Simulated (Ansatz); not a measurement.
```yaml
crystal:
  periodic: [false, false, false]
  atoms:
    - {symbol: F, position_ang: [0.612302, -1.192637, 1.479117]}
    - {symbol: P, position_ang: [0.402327, -0.613232, 0.064843]}
    - {symbol: F, position_ang: [-0.085185, -1.879635, -0.669007]}
    - {symbol: F, position_ang: [1.865246, -0.572654, -0.423206]}
    - {symbol: Au, position_ang: [-0.784457, 1.194779, -0.127207]}
    - {symbol: Cl, position_ang: [-2.010232, 3.063369, -0.324541]}
basis:
  gaussian: {orbitals: def2-mTZVPP}
magnetization: {spin_polarized: true, initial_magnetization: 2}
hamiltonian: {xc: {name: HF}}
correlation: {method: mp2, frozen_orbitals: {F: 0}}
accuracy: high
```

```sh
$ ansatz run in.yaml --threads 4 --pin off --events-out ev --progress --plain --max-ram 10444MiB
```

Output, abridged:

```
Functional definition: HF
Error: "frozen_orbitals" has no count for P
```

In this input frozen orbitals are typed for one element alone, and the program wants a count for each. The program refused the input.
